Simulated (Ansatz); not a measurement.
Reaction (cleavage of the Si–Ge bond): `[NH2][GeH2][SiH2]F` + H–F → `F[SiH2]F` + `[NH2][GeH3]`

Calculated with Ansatz (gas phase, PBE0-D4/def2-TZVP geometries, no zero-point term in ΔE). CCSD(T)/CBS is the MP2 limit (def2-TZVPP, def2-QZVPP) plus CCSD(T) − MP2 in def2-TZVPP, frozen cores. This one scheme is used for every species. DFT in def2-TZVPP. B3LYP here is the variant with VWN-RPA as its local correlation; programs differ in this. For Ge outer-core shells are correlated without core-valence functions, which leaves a few kJ/mol of doubt a bond. Scalar relativity is left out up to krypton. Each species was taken in one conformer, which may not be the lowest.

```json
{"level": "PBE-D4", "ΔE (kJ/mol)": "-127.7", "difference from CCSD(T)/CBS": "19.4"}
{"level": "r2SCAN-D4", "ΔE (kJ/mol)": "-149.2", "difference from CCSD(T)/CBS": "-2.1"}
{"level": "PBE0-D4", "ΔE (kJ/mol)": "-133.7", "difference from CCSD(T)/CBS": "13.4"}
{"level": "B3LYP-D4", "ΔE (kJ/mol)": "-147.0", "difference from CCSD(T)/CBS": "0.1"}
{"level": "ωB97X-V", "ΔE (kJ/mol)": "-150.1", "difference from CCSD(T)/CBS": "-3.0"}
{"level": "ωB97M-V", "ΔE (kJ/mol)": "-152.2", "difference from CCSD(T)/CBS": "-5.1"}
{"level": "B2PLYP", "ΔE (kJ/mol)": "-156.9", "difference from CCSD(T)/CBS": "-9.8"}
{"level": "PBE", "ΔE (kJ/mol)": "-132.8", "difference from CCSD(T)/CBS": "14.3"}
{"level": "r2SCAN", "ΔE (kJ/mol)": "-150.7", "difference from CCSD(T)/CBS": "-3.6"}
{"level": "PBE0", "ΔE (kJ/mol)": "-138.4", "difference from CCSD(T)/CBS": "8.7"}
{"level": "B3LYP", "ΔE (kJ/mol)": "-155.0", "difference from CCSD(T)/CBS": "-7.9"}
{"level": "HF/def2-TZVPP", "ΔE (kJ/mol)": "-178.4", "difference from CCSD(T)/CBS": "-31.3"}
{"level": "MP2/def2-TZVPP", "ΔE (kJ/mol)": "-153.7", "difference from CCSD(T)/CBS": "-6.6"}
{"level": "SCS-MP2/def2-TZVPP", "ΔE (kJ/mol)": "-159.4", "difference from CCSD(T)/CBS": "-12.3"}
{"level": "CCSD/def2-TZVPP", "ΔE (kJ/mol)": "-153.4", "difference from CCSD(T)/CBS": "-6.3"}
{"level": "CCSD(T)/def2-TZVPP", "ΔE (kJ/mol)": "-150.1", "difference from CCSD(T)/CBS": "-3.0"}
{"level": "HF/def2-QZVPP", "ΔE (kJ/mol)": "-181.3", "difference from CCSD(T)/CBS": "-34.2"}
{"level": "MP2/def2-QZVPP", "ΔE (kJ/mol)": "-153.0", "difference from CCSD(T)/CBS": "-5.9"}
{"level": "SCS-MP2/def2-QZVPP", "ΔE (kJ/mol)": "-159.0", "difference from CCSD(T)/CBS": "-11.9"}
{"level": "HF/CBS(def2)", "ΔE (kJ/mol)": "-181.7", "difference from CCSD(T)/CBS": "-34.6"}
{"level": "MP2/CBS(def2)", "ΔE (kJ/mol)": "-150.7", "difference from CCSD(T)/CBS": "-3.6"}
{"level": "CCSD/CBS(def2)", "ΔE (kJ/mol)": "-150.4", "difference from CCSD(T)/CBS": "-3.3"}
{"level": "CCSD(T)/CBS", "ΔE (kJ/mol)": "-147.1", "difference from CCSD(T)/CBS": "0"}
```

Largest T1 diagnostic among the species: 0.012.

In def2-TZVPP, CCSD(T) changes the Hartree–Fock value by +28.3 kJ/mol (the triples alone add +3.4 kJ/mol) and MP2 by +24.7 kJ/mol. The D4 term adds +8.1 kJ/mol with B3LYP and +4.7 kJ/mol with PBE0; it sums over pairs of atoms, weighted by their polarisabilities, and B3LYP, whose exchange is more repulsive, gets the larger term. From PBE to PBE0 (25 % exact exchange), in def2-TZVPP and without D4, ΔE moves by −5.6 kJ/mol.
